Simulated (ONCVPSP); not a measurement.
# Potentials for Al (Z = 13) compared

Generated with ld1.x 7.5 (TM, RRKJ, ultrasoft, PAW), atompaw 4.2 or ONCVPSP 4.0.1. The cutoff is in Ry: for ld1.x and atompaw files where the sum of valence levels is converged to 10 mRy in a Bessel basis, for ONCV files where the hardest occupied wave has 1 mHa per electron of residual kinetic energy. The error is the largest all-electron minus pseudo excitation energy over each file’s own four to seven test configurations (ionisations up to +4, promotions, holes and added fractions of an electron), all of which were solved. The labels leave out finer settings (local radius, basis sizes, second energies), which also bear on the numbers. Spin-polarised tests are not counted. The rows are a selection from randomly drawn settings: files with unsolved tests, undetermined cutoffs or missed reference levels are left out.

| potential | cutoff (Ry) | largest error (meV) | bound ghosts |
| --- | --- | --- | --- |
| ONCV, PBEsol, scalar-relativistic, rc 2.15/2.85 (sp), local smoothed, core correction yes, reference 3s2 3p1, qcut 2.7/3.4, projectors 2/2 | 17 | -7.3 | none |
| ONCV, PBE, non-relativistic, rc 1.90/2.45/2.00 (spd), local smoothed, core correction yes, reference 3s2 3p1, qcut 4.2/2.7/4.7, projectors 2/3/2 | 12 | +18 | none |
| ONCV, PBE, scalar-relativistic, rc 0.90/1.30/0.95 (spd), local smoothed, core correction yes, reference 2s2 2p6 3s2 3p0.75, qcut 15.1/11.4/9.6, projectors 3/2/2 | 132 | -1.1 | none |
| ONCV, BLYP, scalar-relativistic, rc 2.05/1.75/2.15 (spd), local smoothed, core correction yes, reference 3s2 3p1, qcut 2.7/5.3/4, projectors 1/2/2 | 20 | +24 | none |

Problem. Fill in the row for Al: ONCV, PBE, non-relativistic, rc 2.05/2.05 (sp), local smoothed, core correction yes, reference 3s1.5, qcut 3.4/3.9, projectors 2/2.

Solution. cutoff 11 Ry, largest error -86 meV, bound ghosts: none.
